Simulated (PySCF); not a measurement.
4-thiophen-2-ylbenzaldehyde (C11H8OS), SMILES O=Cc1ccc(-c2cccs2)cc1. Atoms are numbered in the order given.

```xyz
21

O      4.9000     0.6142     0.4558
C      4.1901     0.1495    -0.4077
C      2.7159     0.0645    -0.3325
C      1.9793    -0.4928    -1.3881
C      0.5930    -0.5741    -1.3204
C     -0.1037    -0.0989    -0.1895
C     -1.5636    -0.1867    -0.1221
C     -2.4433    -0.7074    -1.0545
C     -3.8066    -0.6288    -0.6567
C     -3.9628    -0.0481     0.5784
S     -2.4480     0.4082     1.2667
C      0.6498     0.4603     0.8675
C      2.0329     0.5413     0.7988
H      4.6283    -0.2612    -1.3555
H      2.5040    -0.8662    -2.2724
H      0.0425    -1.0108    -2.1542
H     -2.1222    -1.1374    -2.0029
H     -4.6395    -0.9884    -1.2619
H     -4.8865     0.1376     1.1240
H      0.1370     0.8359     1.7559
H      2.6166     0.9732     1.6143
```

Coordinates come from a B3LYP-D3(BJ)/def2-SVP optimisation. Other conformers were not sampled.

Two levels are set side by side: PBE/pcSseg-1 (PySCF) and KT2/pcSseg-1 (PySCF). GIAO shifts against H2O (¹⁷O), H2S (³³S), TMS (¹H), TMS (¹³C) at the same level; non-relativistic, no solvent, atoms listed together averaged. Differences are taken from unrounded values.

| quantity | PBE |
|---|---|
| δ(¹⁷O) of O1 (ppm) | 660.7 |
| δ(¹³C) of C2 (ppm) | 192.4 |
| δ(¹³C) of C3 (ppm) | 139.0 |
| δ(¹³C) of C6 (ppm) | 143.1 |
| δ(¹³C) of C7 (ppm) | 153.1 |
| δ(¹³C) of C8 (ppm) | 128.8 |
| δ(¹³C) of C9 (ppm) | 134.1 |
| δ(¹³C) of C10 (ppm) | 135.3 |
| δ(³³S) of S11 (ppm) | 457.0 |
| δ(¹H) of H14 (ppm) | 10.30 |
| δ(¹H) of H17 (ppm) | 7.92 |
| δ(¹H) of H18 (ppm) | 7.42 |
| δ(¹H) of H19 (ppm) | 7.44 |

Question: These are the PBE values. What does KT2 give? (Estimate from the structure and the level; the computed values follow.)

Answer: 
```csv
quantity,KT2,PBE minus KT2
δ(¹⁷O) of O1 (ppm),603.8,56.8
δ(¹³C) of C2 (ppm),180.3,12.0
δ(¹³C) of C3 (ppm),131.1,7.9
δ(¹³C) of C6 (ppm),135.2,7.9
δ(¹³C) of C7 (ppm),143.8,9.3
δ(¹³C) of C8 (ppm),120.5,8.2
δ(¹³C) of C9 (ppm),126.1,8.0
δ(¹³C) of C10 (ppm),126.7,8.6
δ(³³S) of S11 (ppm),422.9,34.0
δ(¹H) of H14 (ppm),9.89,0.42
δ(¹H) of H17 (ppm),7.82,0.10
δ(¹H) of H18 (ppm),7.34,0.08
δ(¹H) of H19 (ppm),7.34,0.10
```

Rough cost on one machine, each run with all the roots and properties that it gave: KT2 against PBE within a factor of 2.
